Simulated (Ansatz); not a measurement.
Consider the ligand exchange at a Ti–Se bond: `[OH][Ti]([OH])([OH])[SeH]` + H₂S → `[OH][Ti]([OH])([OH])[SH]` + H₂Se.

Isolated molecules relaxed with PBE0-D4/def2-TZVP in Ansatz; ΔE leaves out vibrations. CBS: MP2 limit from def2 TZ/QZ plus the TZ coupled-cluster correction, frozen cores. This one scheme is used for every species. Functionals use def2-TZVPP. For Se, Ti outer-core shells are correlated without core-valence functions, which leaves a few kJ/mol of doubt a bond. Scalar relativity is left out up to krypton. Each species was taken in one conformer, which may not be the lowest.

```csv
level,ΔE (kJ/mol)
BLYP,6.7
HF/def2-SVP,7.2
CCSD/def2-TZVPP,10.1
MP2/def2-QZVPP,13.5
```

Problem. What does CCSD(T)/CBS give? (Best estimate.)

Solution. Computed: +11.1 kJ/mol. The listed levels differ from it by -4.4, -3.9, -1.0, 2.4 kJ/mol.

Largest T1 diagnostic among the species: 0.025, so the coupled-cluster value is less sure than usual.

Leaving LDA and LC-ωPBE aside and taking each functional with its dispersion term where it has one, the values, not all of them listed here, spread over 8.0 kJ/mol, from B97M-V to PBE-QIDH.
